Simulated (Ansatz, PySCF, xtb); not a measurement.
Energy difference R1 + R2 → P1 + P2, each structure at its B3LYP-D3(BJ)/def2-TZVP stationary point, reached from a drawn start (curvature not checked).
R1: C2H6Zn (SMILES [CH3][Zn][CH3]), charge 0, multiplicity 1.
P1, CH4 (SMILES C) (charge 0, multiplicity 1):
```xyz
5

C      0.00000     0.00000     0.00000
H     -0.71148    -0.28399    -0.77426
H      0.11590     1.08298     0.00701
H     -0.36733    -0.33211     0.97010
H      0.96291    -0.46688    -0.20286
```
R2, H2S (SMILES S) (charge 0, multiplicity 1, Z-matrix in Å and degrees):
```
S
H 1 1.3425
H 1 1.3425 2 92.52
```
P2: CH4SZn (SMILES [CH3][Zn][SH]), charge 0, multiplicity 1.

P less R. No zero-point or thermal terms; no spin–orbit coupling.

Frozen-core correlation throughout. CBS: X⁻³ extrapolation of the correlation energy, Hartree–Fock from the larger set.

The values were computed with Ansatz (Gaussian orbitals); PySCF for the D3/D4 terms; xtb for the GFN methods. All values are computed, each at the level named.

```tsv
level	reaction energy (kcal/mol)
GFN1-xTB	-37.38
HF/def2-SVP	-32.36
PBE/def2-TZVPP	-28.63
PBE-D3(BJ)/def2-TZVPP	-28.66
BLYP/def2-TZVPP	-28.66
B3LYP/def2-TZVPP	-29.55
B2PLYP-D3(BJ)/def2-TZVPP	[?]
CCSD/def2-SVP	[?]
CCSD(T)/CBS(def2-TZVPP, def2-QZVPP)	[?]
```

Fill in the missing entries.


- B2PLYP-D3(BJ)/def2-TZVPP, reaction energy (kcal/mol): -29.67
- CCSD/def2-SVP, reaction energy (kcal/mol): -27.62
- CCSD(T)/CBS(def2-TZVPP, def2-QZVPP), reaction energy (kcal/mol): -30.12

Ansatz is an electronic-structure program.
